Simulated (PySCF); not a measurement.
# Computed records: AlBClH2N, AlBH3NO

All values are calculated (PySCF 2.14.0). Calculation on a computer-drawn molecule: the log of a Hartree-Fock and frozen-core CCSD(T) single point meant for a local Hartree-Fock minimum, with one planted fault or none, to be diagnosed. Offsets are logged minus clean, where the clean run is the same molecule without the fault. The reference is restricted for singlets and unrestricted otherwise, and also for a bond in bohr or an excited solution. Adding or removing an electron swaps singlet and doublet. The excited solution moves the top pair (singlet) or top alpha electron (doublet) to the lowest empty orbital. Highest occupied and lowest empty are orbital energies over both spins, largest force is the largest gradient component, triples share is (T) over the correlation energy, the T1 limit is 0.02 restricted and 0.045 unrestricted, electrons count all cores, a negative frequency is imaginary (commonest isotopes), and the dipole is about the centre of nuclear charge.

Common to all runs: meant charge 0; meant multiplicity 1; meant basis cc-pV(D+d)Z; logged SCF converged yes; logged CC converged yes; logged SCF stable within its kind yes; possible faults no fault, one electron removed, one electron added, multiplicity raised by two, geometry at a saddle point, SCF held on an excited solution, minimal basis STO-3G, one bond length entered in bohr, all coordinates scaled.

(1) AlBClH2N

Logged structure:
```xyz
6
AlBClH2N
B     -1.2881     0.6055     1.3750
N      0.0845     0.3634     1.4376
Al     1.6697     0.0833     1.5100
Cl     3.6957    -0.2744     1.6022
H     -2.0902    -0.3036     1.4269
H     -1.7237     1.7328     1.2665
```

| Item | Value |
| --- | --- |
| logged electrons | 45 |
| logged basis functions | 84 |
| logged spin squared | 0.8211 |
| logged highest occupied | -0.70649 eV |
| logged lowest empty | 6.166 eV |
| logged largest force | 0.076326 hartree/bohr |
| logged T1 diagnostic | 0.021715 |
| logged D1 diagnostic | 0.094997 |
| logged triples share | 0.034611 |
| logged dipole magnitude | 4.4696 debye |
| logged energy HF | -781.77074 hartree |
| logged energy CCSD(T) | -782.27457 hartree |
| planted fault | one electron added |
| HF energy offset from clean run | 0.4154 kcal/mol |
| CCSD(T) energy offset from clean run | -9.149 kcal/mol |

Drawn bonds:
```
atom  other atom  order
   1           2      1
   2           3      2
   3           4      1
   1           5      1
   1           6      1
```

(2) AlBH3NO

Logged structure:
```xyz
7
AlBH3NO
B      0.8236    -0.8936    -1.7952
N     -0.0302    -0.7055    -0.7131
Al    -1.0096    -0.5072     0.5565
O     -2.0002    -0.3212     1.8625
H      1.6718    -1.7638    -1.7937
H      0.7515    -0.1915    -2.7851
H     -2.7107     0.2208     2.1566
```

| Quantity | Value |
| --- | --- |
| logged electrons | 36 |
| logged basis functions | 80 |
| logged spin squared | 0 |
| logged highest occupied | -8.5404 eV |
| logged lowest empty | 1.0469 eV |
| logged largest force | 1.857e-05 hartree/bohr |
| logged lowest frequency | 108.52 cm⁻¹ |
| logged T1 diagnostic | 0.018249 |
| logged D1 diagnostic | 0.051049 |
| logged triples share | 0.029269 |
| logged dipole magnitude | 6.3745 debye |
| logged energy HF | -397.69786 hartree |
| logged energy CCSD(T) | -398.22986 hartree |
| planted fault | no fault |
| HF energy offset from clean run | 0 kcal/mol |
| CCSD(T) energy offset from clean run | 0 kcal/mol |

Drawn bonds:
```
atom  other atom  order
   1           2      1
   2           3      2
   3           4      1
   1           5      1
   1           6      1
   4           7      1
```
